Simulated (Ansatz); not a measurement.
Reaction (ligand exchange at the Si–C bond): `OC([SiH3])N[SiH3]` + `NB(N)O` → `NB(N)O[SiH3]` + `OCN[SiH3]`

Isolated molecules relaxed with PBE0-D4/def2-TZVP in Ansatz; ΔE leaves out vibrations. CCSD(T)/CBS adds triple-zeta CCSD(T) − MP2 to the extrapolated MP2 energy (def2 sets, frozen cores). Functionals use def2-TZVPP. B3LYP here is the variant with VWN-RPA as its local correlation; programs differ in this. Each species was taken in one conformer, which may not be the lowest.

```json
{"level": "B3LYP-D4", "ΔE (kJ/mol)": "-118.9"}
{"level": "r2SCAN", "ΔE (kJ/mol)": "-118.0"}
```

Task: What does CCSD(T)/CBS give? (Estimate.)

Result: Computed: -118.5 kJ/mol. The listed levels differ from it by -0.4, 0.5 kJ/mol.

Largest T1 diagnostic among the species: 0.012.

The D4 term adds +3.9 kJ/mol with B3LYP and +2.1 kJ/mol with PBE0; it sums over pairs of atoms, weighted by their polarisabilities, and B3LYP, whose exchange is more repulsive, gets the larger term. From PBE to PBE0 (25 % exact exchange), in def2-TZVPP and without D4, ΔE moves by −7.2 kJ/mol.
